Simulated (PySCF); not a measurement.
C₅H₁₂Si (SMILES C=C[Si](C)(C)C), singlet, at a GFN2-xTB geometry; CISD/3-21G in PySCF.

PySCF was given this input:
```python
from pyscf import gto, scf, ci

mol = gto.M(
    atom='''
C     2.09969304   -0.88807633    1.07024251
C     1.47938131    0.16669378    0.56540590
Si   -0.27822790    0.14471539   -0.14823312
C    -0.70932913    1.91047222   -0.72535719
C    -1.51414155   -0.41817328    1.19381653
C    -0.35896631   -1.05961472   -1.62774492
H     3.10234198   -0.84227493    1.46909345
H     1.62846602   -1.85714423    1.10860404
H     2.01189694    1.11072167    0.55795147
H    -1.70950775    1.95608508   -1.14523564
H    -0.01891182    2.25685325   -1.48854468
H    -0.66873842    2.61671776    0.09848447
H    -1.50559261    0.25399108    2.04664380
H    -2.52948007   -0.44910483    0.80955198
H    -1.27089795   -1.41123062    1.55889485
H     0.32384535   -0.76219016   -2.41800042
H    -0.09054437   -2.06777118   -1.32728167
H    -1.35751067   -1.09847816   -2.05307519
''',
    basis='3-21g',
    verbose=4,
)

mf = scf.RHF(mol)
mf.kernel()

myci = ci.CISD(mf)
myci.kernel()
print('E(CISD) = %.10f' % myci.e_tot)
```

Task: What does PySCF print? Leave out banner, timings and long lists.

Result: 
```
PySCF version 2.14.0

[INPUT] verbose = 4
[INPUT] num. atoms = 18
[INPUT] num. electrons = 56
[INPUT] charge = 0
[INPUT] spin (= nelec alpha-beta = 2S) = 0
[INPUT] symmetry False subgroup None
[INPUT] Mole.unit = angstrom
[INPUT] Symbol           X                Y                Z      unit          X                Y                Z       unit  Magmom
[...]
nuclear repulsion = 296.671337674084
number of shells = 56
number of NR pGTOs = 138
number of NR cGTOs = 82
basis = 3-21g
ecp = {}

******** <class 'pyscf.scf.hf.RHF'> ********
method = RHF
initial guess = minao
damping factor = 0
level_shift factor = 0
DIIS = <class 'pyscf.scf.diis.CDIIS'>
diis_start_cycle = 1
diis_space = 8
diis_damp = 0
SCF conv_tol = 1e-09
SCF conv_tol_grad = None
SCF max_cycles = 50
direct_scf = True
direct_scf_tol = 1e-13
Set gradient conv threshold to 3.16228e-05
Initial guess from minao.
init E= -483.042041392177
[...]
cycle= 1 E= -482.628351201738  delta_E= 0.414  |g|= 0.333  |ddm|= 3.55
[...]
cycle= 2 E= -482.670605336417  delta_E= -0.0423  |g|= 0.0815  |ddm|= 0.521
[...]
cycle= 3 E= -482.67323870319  delta_E= -0.00263  |g|= 0.0251  |ddm|= 0.186
[...]
cycle= 4 E= -482.67341267118  delta_E= -0.000174  |g|= 0.00437  |ddm|= 0.0263
[...]
cycle= 5 E= -482.673419339306  delta_E= -6.67e-06  |g|= 0.00114  |ddm|= 0.00914
[...]
cycle= 6 E= -482.673419836907  delta_E= -4.98e-07  |g|= 0.000284  |ddm|= 0.00197
[...]
cycle= 7 E= -482.673419885892  delta_E= -4.9e-08  |g|= 9.23e-05  |ddm|= 0.000722
[...]
cycle= 8 E= -482.67341989239  delta_E= -6.5e-09  |g|= 3.29e-05  |ddm|= 0.000266
[...]
cycle= 9 E= -482.673419893109  delta_E= -7.19e-10  |g|= 8.76e-06  |ddm|= 9.54e-05
[...]
Extra cycle  E= -482.673419893152  delta_E= -4.27e-11  |g|= 3.46e-06  |ddm|= 1.88e-05
converged SCF energy = -482.673419893152

******** <class 'pyscf.ci.cisd.RCISD'> ********
CISD nocc = 28, nmo = 82
max_cycle = 50
direct = 0
conv_tol = 1e-09
max_cycle = 50
max_space = 12
lindep = 0
nroots = 1
Init t2, MP2 energy = -0.517888885440059
RCISD converged
E(RCISD) = -483.1601500300121  E_corr = -0.4867301368604382
E(CISD) = -483.1601500300
```
